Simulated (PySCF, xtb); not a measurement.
C2H7FOSi2, SMILES [Si@@H](C([SiH3])=O)(C)F. Other conformers were not sampled.

Harmonic wavenumbers (cm⁻¹) from GFN2-xTB in xtb at its own minimum, in rising order: 16, 72, 91, 107, 114, 191, 238, 327, 332, 431, 520, 550, 624, 628, 724, 752, 760, 767, 795, 826, 841, 866, 1369, 1468, 1471, 1669, 2266, 2296, 2316, 2340, 3024, 3035, 3049.

**Question.** What does PBE-D3(BJ)/def2-SVP (PySCF) give at its own minimum? (An estimate is asked for; the answer gives what the named calculation found.)

**Answer.** 34, 78, 88, 135, 144, 225, 232, 303, 332, 404, 545, 564, 653, 709, 733, 793, 798, 856, 882, 892, 897, 901, 1212, 1374, 1378, 1663, 2151, 2166, 2171, 2187, 2979, 3081, 3090. Paired by order, the mean absolute difference is 54 cm⁻¹ and the zero-point energies are 49.9 and 49.5 kcal/mol.
